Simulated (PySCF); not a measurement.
# TDDFT excited states: C5H8F2O3

Compound: C₅H₈F₂O₃.
InChI=1S/C5H8F2O3/c6-5(7)10-4-3-8-1-2-9-4/h4-5H,1-3H2/t4-/m1/s1

Method used: TDDFT PBE0/def2-SVPD, vertical, gas phase, core orbitals frozen in the response in PySCF. Geometry: PBE0-D3(BJ)/def2-SVP, one conformer, isolated molecule.

**Question.** What does the calculation give for the low-lying excited states?

**Answer.** 

```
state  E (eV)  E (kJ/mol)  λ (nm)       f  main configurations (H = HOMO, L = LUMO)
   S1    7.02         678   176.6  0.0091                                 H→L (96%)
   S2    7.34         709   168.8   0.072                               H→L+1 (93%)
   S3    7.63         736   162.5   0.033                  H→L+2 (74%), H→L+4 (18%)
   S4    7.80         753   158.9   0.020                   H→L+3 (84%), H→L+4 (8%)
   S5    7.95         767   155.9   0.019                  H→L+4 (65%), H→L+2 (20%)
   S6    8.31         802   149.1   0.022                               H-1→L (83%)
   S7    8.50         820   145.9  0.0072                H→L+5 (70%), H-1→L+1 (15%)
   S8    8.59         828   144.4  0.0031   H-1→L+1 (43%), H→L+6 (22%), H→L+5 (13%)
   S9    8.61         831   143.9  0.0017                H→L+6 (67%), H-1→L+1 (18%)
  S10    8.75         844   141.7  0.0082                 H-2→L (75%), H-1→L+1 (8%)
```

Triplets (Tamm–Dancoff): T1 6.83 eV, H→L (90%); T2 7.16 eV, H→L+1 (86%); T3 7.40 eV, H→L+4 (42%), H→L+2 (39%); T4 7.68 eV, H→L+3 (68%), H→L+2 (15%), H→L+4 (11%).

The lowest singlet comes at 177 nm (678 kJ/mol) in the vacuum ultraviolet; it is weak; its leading configuration is HOMO→LUMO (96%). The most intense listed level is S2 at 7.34 eV (169 nm, f = 0.072), 0.32 eV above S1. Löwdin shares by element: HOMO oxygen 54% or more, carbon 17% or more (atoms not listed hold the other 29%); LUMO carbon 28% or more, hydrogen 10% or more, oxygen 9% or more (atoms not listed hold the other 53%). The oscillator strengths of these states sum to 0.195; summed over the whole spectrum of an exact calculation they would give the number of electrons, 80 (Thomas–Reiche–Kuhn). Of the 10 states listed, 5 reach f = 0.01 and none stays under 0.0005. Orbital energies (eV): HOMO-3 -9.74, HOMO-2 -9.28, HOMO-1 -8.81, HOMO -7.55, LUMO 0.60, LUMO+1 0.95, LUMO+2 1.21. No computed singlet lies in the visible range (380 to 750 nm); the lowest, at 177 nm, stands 3.76 eV above its violet end (3.26 eV). The vertical ionisation energy (ΔSCF) is 9.53 eV, 0.78 eV above S10. Singlets were solved by full linear response, triplets in the Tamm–Dancoff approximation.
